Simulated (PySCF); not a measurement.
Compound: CH6Ge2O.
Z-matrix (Å and degrees, PBE0-D3(BJ)/def2-SVP geometry), rows numbered from 1:
```
O 
C   1  1.2026
Ge  2  2.0214  1  120.22
Ge  2  2.0223  1  120.05  3   179.81
H   3  1.5348  2  109.51  1    -0.01
H   3  1.5408  2  108.61  1   121.23
H   3  1.5409  2  108.56  1  -121.18
H   4  1.5408  2  108.53  1  -116.53
H   4  1.5413  2  108.93  1   125.69
H   4  1.5343  2  109.26  1     4.35
```

The calculation used PBE0-D3(BJ)/def2-SVP geometry optimisation, gas phase in PySCF.

Take the most abundant isotopes and a rigid rotor. 

(1) Give the principal moments of inertia and the rotational constants in cm⁻¹.

(2) What kind of rotor is it?

(3) What does the inertial defect say?

(4) Give the coordinates in the principal-axis frame, origin at the centre of mass.

(5) Which types of transition are allowed, and where do some lines up to J = 3 fall?

Results:

(1) Ia = 90.93, Ib = 488.50, Ic = 566.85 u·Å²; 505379 MHz·u·Å²/I gives 5558, 1035 and 891.6 MHz, that is A = 0.18539, B = 0.03451, C = 0.02974 cm⁻¹.

(2) A near-prolate asymmetric top: κ = (2 × 1035 − 5558 − 891.6)/(5558 − 891.6) = -0.94.

(3) Not planar: Δ = Ic − Ia − Ib = -12.58 u·Å². For a rigid frame Δ = −2 Σ m c², so Σ m c² = 6.29 u·Å² lies off the ab plane, practically all of it from hydrogen. The atom farthest from that plane is 1.31 Å away.

(4) The sense of each axis is arbitrary; atoms in the order of the calculation.
```
atom  mass (u)   a (Å)   b (Å)   c (Å)
  O1    15.995   0.001  -1.964   0.000
  C2    12.000  -0.001  -0.762  -0.001
 Ge3    73.921  -1.749   0.253   0.000
 Ge4    73.921   1.749   0.253   0.000
  H5     1.008  -2.918  -0.741   0.003
  H6     1.008  -1.792   1.157   1.247
  H7     1.008  -1.795   1.151  -1.251
  H8     1.008   1.842   1.065   1.306
  H9     1.008   1.756   1.238  -1.186
 H10     1.008   2.911  -0.742  -0.107
```

(5) The dipole components are |μa| = 0.01 D, |μb| = 1.64 D, |μc| = 0.00 D. The squared components, which scale the intensities, stand as 0.00 : 1.00 : 0.00 (a : b : c). Some of the stronger lines:

```csv
type,branch,"J(Ka,Kc)",MHz,lower level (cm⁻¹)
b,R,"3(0,3) ← 2(1,2)",1381,0.339
b,Q,"2(1,1) ← 2(0,2)",4813,0.193
b,Q,"3(1,2) ← 3(0,3)",5038,0.385
b,R,"1(1,1) ← 0(0,0)",6449,0.000
b,R,"2(1,2) ← 1(0,1)",8232,0.064
b,R,"3(1,3) ← 2(0,2)",9945,0.193
b,Q,"3(2,1) ← 3(1,2)",13374,0.553
b,Q,"2(2,0) ← 2(1,1)",13573,0.353
b,Q,"3(2,2) ← 3(1,3)",14215,0.524
b,R,"2(2,1) ← 1(1,0)",17565,0.220
b,R,"2(2,0) ← 1(1,1)",17711,0.215
b,R,"3(2,2) ← 2(1,1)",19348,0.353
b,R,"3(2,1) ← 2(1,2)",19794,0.339
b,R,"3(3,1) ← 2(2,0)",28751,0.806
b,R,"3(3,0) ← 2(2,1)",28754,0.806
```

Not checked by PBE0-D3(BJ)/def2-SVP frequencies. These are rigid-rotor constants of the computed structure; measured ground-state constants (B0) also hold zero-point vibration. A rigid rotor knows nothing of internal rotation, which can split or shift real lines.
